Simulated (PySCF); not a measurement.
# Two-component Hartree-Fock for Re (rhenium, neutral)

Start: [Xe] 4f14 5d5 6s1 6p1; 5d5/2 filled at m_j = -3/2, -1/2, +1/2, +3/2, +5/2; 6s1/2 filled at m_j = +1/2; 6p3/2 filled at m_j = +3/2. Calculated with PySCF 2.14 in x2c-TZVPall-2c (11s11p10d2f, 108 functions): generalised Hartree-Fock with the X2C-1e Hamiltonian and a Gaussian nucleus; spin-orbit coupling (SO) screened by Boettger's factors. This is a chosen level, not necessarily the ground level.

```json
{"spinor shell": "1s1/2", "electrons": "2", "ε, screened SO (eV)": "-72046.5", "weight of nominal j (screened SO)": "1.000", "rms radius, screened SO (bohr)": "0.0204"}
{"spinor shell": "2s1/2", "electrons": "2", "ε, screened SO (eV)": "-12633.2", "weight of nominal j (screened SO)": "1.000", "rms radius, screened SO (bohr)": "0.0824"}
{"spinor shell": "2p1/2", "electrons": "2", "ε, screened SO (eV)": "-12066.5", "weight of nominal j (screened SO)": "1.000", "rms radius, screened SO (bohr)": "0.0700"}
{"spinor shell": "2p3/2", "electrons": "4", "ε, screened SO (eV)": "-10621.2", "weight of nominal j (screened SO)": "1.000", "rms radius, screened SO (bohr)": "0.0775"}
{"spinor shell": "3s1/2", "electrons": "2", "ε, screened SO (eV)": "-2988.6", "weight of nominal j (screened SO)": "1.000", "rms radius, screened SO (bohr)": "0.210"}
{"spinor shell": "3p1/2", "electrons": "2", "ε, screened SO (eV)": "-2736.1", "weight of nominal j (screened SO)": "1.000", "rms radius, screened SO (bohr)": "0.202"}
{"spinor shell": "3p3/2", "electrons": "4", "ε, screened SO (eV)": "-2417.0", "weight of nominal j (screened SO)": "1.000", "rms radius, screened SO (bohr)": "0.217"}
{"spinor shell": "3d3/2", "electrons": "4", "ε, screened SO (eV)": "-1998.0", "weight of nominal j (screened SO)": "1.000", "rms radius, screened SO (bohr)": "0.192"}
{"spinor shell": "3d5/2", "electrons": "6", "ε, screened SO (eV)": "-1929.2", "weight of nominal j (screened SO)": "1.000", "rms radius, screened SO (bohr)": "0.196"}
{"spinor shell": "4s1/2", "electrons": "2", "ε, screened SO (eV)": "-657.64", "weight of nominal j (screened SO)": "1.000", "rms radius, screened SO (bohr)": "0.468"}
{"spinor shell": "4p1/2", "electrons": "2", "ε, screened SO (eV)": "-551.09", "weight of nominal j (screened SO)": "1.000", "rms radius, screened SO (bohr)": "0.476"}
{"spinor shell": "4p3/2", "electrons": "4", "ε, screened SO (eV)": "-475.77", "weight of nominal j (screened SO)": "1.000", "rms radius, screened SO (bohr)": "0.509"}
{"spinor shell": "4d3/2", "electrons": "4", "ε, screened SO (eV)": "-300.45", "weight of nominal j (screened SO)": "0.999", "rms radius, screened SO (bohr)": "0.531"}
{"spinor shell": "4d5/2", "electrons": "6", "ε, screened SO (eV)": "-286.02", "weight of nominal j (screened SO)": "0.999", "rms radius, screened SO (bohr)": "0.543"}
{"spinor shell": "5s1/2", "electrons": "2", "ε, screened SO (eV)": "-101.90", "weight of nominal j (screened SO)": "1.000", "rms radius, screened SO (bohr)": "1.12"}
{"spinor shell": "5p1/2", "electrons": "2", "ε, screened SO (eV)": "-68.299", "weight of nominal j (screened SO)": "0.918", "rms radius, screened SO (bohr)": "1.25"}
{"spinor shell": "4f5/2", "electrons": "6", "ε, screened SO (eV)": "-62.729", "weight of nominal j (screened SO)": "0.981", "rms radius, screened SO (bohr)": "0.637"}
{"spinor shell": "5p3/2", "electrons": "4", "ε, screened SO (eV)": "-54.583", "weight of nominal j (screened SO)": "0.959", "rms radius, screened SO (bohr)": "1.32"}
{"spinor shell": "5d5/2", "electrons": "5", "ε, screened SO (eV)": "-13.470", "weight of nominal j (screened SO)": "0.533", "rms radius, screened SO (bohr)": "2.01"}
{"spinor shell": "6s1/2", "electrons": "1", "ε, screened SO (eV)": "-10.955", "weight of nominal j (screened SO)": "0.999", "rms radius, screened SO (bohr)": "3.27"}
{"spinor shell": "6p3/2", "electrons": "1", "ε, screened SO (eV)": "-4.823", "weight of nominal j (screened SO)": "1.000", "rms radius, screened SO (bohr)": "4.56"}
```

(1) Where does 4f7/2 lie, and what is the 4f spin-orbit splitting (screened SO)?

```json
{"quantity": "E (hartree)", "screened SO": "-16700.66226"}
{"quantity": "M_J", "screened SO": "9/2"}
{"quantity": "⟨J²⟩", "screened SO": "24.765"}
{"quantity": "⟨L²⟩", "screened SO": "2.280"}
{"quantity": "⟨S²⟩", "screened SO": "15.658"}
```

Each row is a mean over spinors that exchange with the open shell spreads, by up to 8.426 eV (5p3/2).

Rows whose weight is well below 1 are mixtures of j = l ± 1/2: exchange outweighs spin-orbit coupling there, and the label is only the starting occupation.

Breit and QED terms are absent; they matter most for the inner s and p1/2 levels.

Densities and radii are taken from the X2C orbitals without a picture-change correction, which distorts them close to the nucleus.

## Answers

(1) At -60.114 eV, 2.615 eV above 4f5/2.
